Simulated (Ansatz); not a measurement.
Calculated with Ansatz (gas phase, PBE0-D4/def2-TZVP geometries, no zero-point term in ΔE). CBS: MP2 limit from def2 TZ/QZ plus the TZ coupled-cluster correction, frozen cores. This one scheme is used for every species, atoms too. Open shells (•) are unrestricted, without spin–orbit coupling. Spin–orbit coupling would lower the free atoms: a little for Cl. Each species was taken in one conformer, which may not be the lowest.

Consider the homolysis of the Al–Cl bond: `C[O][Al]([Cl])[O]C` → `C[O][Al][O]C`• + Cl•.

```json
{"level": "MP2/def2-TZVPP", "ΔE (kJ/mol)": "515.2"}
{"level": "SCS-MP2/def2-QZVPP", "ΔE (kJ/mol)": "517.6"}
```

Task: What does CCSD(T)/CBS give? (Estimate.)

Result: Computed: +516.4 kJ/mol. The listed levels differ from it by -1.2, 1.2 kJ/mol.

Largest T1 diagnostic among the species: 0.014.

The D4 term adds +6.2 kJ/mol with B3LYP and +3.4 kJ/mol with PBE0; it sums over pairs of atoms, weighted by their polarisabilities, and B3LYP, whose exchange is more repulsive, gets the larger term. In def2-TZVPP, CCSD(T) changes the Hartree–Fock value by +98.4 kJ/mol (the triples alone add +7.4 kJ/mol) and MP2 by +113.5 kJ/mol; breaking electron pairs costs correlation energy, which Hartree–Fock lacks.

B3LYP here is the variant with VWN-RPA as its local correlation; programs differ in this.

CCSD(T)/CBS has its own doubt, a few kJ/mol and more with outer-core shells, so smaller differences from it don't rank the levels.
